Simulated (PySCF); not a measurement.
Ta(Cl)4(SH) (Cl₄HSTa), SMILES [Cl][Ta]([SH])([Cl])([Cl])[Cl], multiplicity 1. Geometry optimised at PBE-D3(BJ)/def2-SVP. The spin state was assumed, not searched. The structure was generated by enumeration; whether it is a known compound was not checked. The def2 effective core potentials stand for the cores of Ta; spin–orbit coupling is left out. One conformer was computed; it need not be the lowest.

Computed equilibrium geometry at PBE-D3(BJ)/def2-SVP (PySCF confirms it by a frequency run) as bond lengths and angles, and its point group (one conformer of several):
point group Cs.
Atoms: Ta1 Cl2 Cl3 Cl4 Cl5 S6 H7. Bonds (Å): Ta1–Cl2 2.303, Ta1–Cl3 2.335, Ta1–Cl4 2.342, Ta1–Cl5 2.303, Ta1–S6 2.398, S6–H7 1.364. Bond angles (°): Cl2–Ta1–Cl3 93.0, Cl2–Ta1–Cl4 92.6, Cl2–Ta1–Cl5 120.2, Cl2–Ta1–S6 119.9, Cl3–Ta1–Cl4 168.8, Cl3–Ta1–Cl5 93.0, Cl3–Ta1–S6 81.2, Cl4–Ta1–Cl5 92.6, Cl4–Ta1–S6 87.6, Cl5–Ta1–S6 119.9, Ta1–S6–H7 99.0.
Charge 0, spin multiplicity 1.
